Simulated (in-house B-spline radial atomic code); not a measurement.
A fraction x of an electron is removed from 2p in neutral fluorine, starting from [He] 2s2 2p5 and keeping the highest spin. Level of theory: non-relativistic SCAN, spin-polarised, spherical fractional occupations, point nucleus; calculated with a radial B-spline atomic code at the basis-set limit.

| x | E(x) - E(0) (eV) | 2p down level (eV) |
| --- | --- | --- |
| 0 | 0.0000 | -10.362 |
| 0.1 | 1.1057 | -11.758 |
| 0.23 | 2.7547 | -13.620 |
| 0.29 | 3.5981 | -14.497 |
| 0.45 | 6.1078 | -16.886 |
| 0.5 | 6.9711 | -17.647 |
| 0.61 | 9.0053 | -19.343 |
| 0.68 | 10.3976 | -20.439 |
| 0.84 | 13.8707 | -22.985 |
| 0.92 | 15.7612 | -24.279 |
| 1 | 17.7557 | -25.586 |

The exact functional would give a straight line between the two integer points. Deviations E(x) - E(0) - x[E(1) - E(0)], in eV: -0.67 at x = 0.1, -1.329 at x = 0.23, -1.551 at x = 0.29, -1.882 at x = 0.45, -1.907 at x = 0.5, -1.826 at x = 0.61, -1.676 at x = 0.68, -1.044 at x = 0.84, -0.574 at x = 0.92.

The curve lies below the straight line by up to 1.907 eV (at x = 0.5): convex, the delocalisation error that favours fractional charges.

(1) How well does Slater's transition state (minus the level at half occupation) give the ionisation energy?

Answers

(1) It gives 17.647 eV against 17.756 eV from the two total energies; NIST lists 17.42 eV, ground level to ground level.
